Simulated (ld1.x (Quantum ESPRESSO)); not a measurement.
## PBEsol TM dataset for tin, scalar-relativistic all-electron reference.

Sn (Z = 50), norm-conserving Troullier–Martins (Kleinman–Bylander form), made with ld1.x (Quantum ESPRESSO) 7.5 (PBEsol, scalar-relativistic). Core [Kr] 4d10, reference 5s2 5p2. Waves: 5s (bound): rc 1.55 bohr; 5p (bound): rc 2.80 bohr; 5d channel at 0.05 Ry: rc 3.05 bohr. Local part: all-electron potential smoothed inside 2.15 bohr (lloc = -1). Core correction: Bessel-smoothed model core inside 1.20 bohr.

All-electron outer shells of the reference configuration (PBEsol, scalar-relativistic, ld1.x):

```json
{"shell": "4p", "level (eV)": "-89.56", "outermost node (bohr)": "0.41", "outermost maximum (bohr)": "0.79"}
{"shell": "4d", "level (eV)": "-25.79", "outermost node (bohr)": "0.39", "outermost maximum (bohr)": "0.88"}
{"shell": "5s", "level (eV)": "-10.59", "outermost node (bohr)": "0.98", "outermost maximum (bohr)": "2.01"}
{"shell": "5p", "level (eV)": "-3.71", "outermost node (bohr)": "1.09", "outermost maximum (bohr)": "2.55"}
```

Task: Estimate the cutoffs (Ry, on a coarse ladder) from which the occupation-weighted sum of valence levels, in a spherical-Bessel basis at the reference potential, stays within 10 and 1 mRy of its value at 400 Ry.

Result: 35 Ry and 100 Ry.

Task: Does the potential have ghost states?

Result: No extra level below or beside the all-electron valence levels (s, p, d, f tested). The logarithmic derivative shows an extra or strongly shifted pseudo pole above the reference energy (s near 0.91 Ry).

Task: Which valence shell sets the plane-wave cutoff?

Result: 5s: its level needs 80 Ry to come within 1 mRy, against 10 Ry for 5p.

Task: Tests: 5s2 5p1; 5s2 5p0; 5s1 5p0; 5s1 5p2; 5s2 5p2.3; 5s0 5p4; 5s1 5p3. Which has the largest error in its energy relative to the reference configuration, and how large is it?

Result: 5s1 5p0, with -315 meV (all-electron minus pseudo) on +51.88 eV.
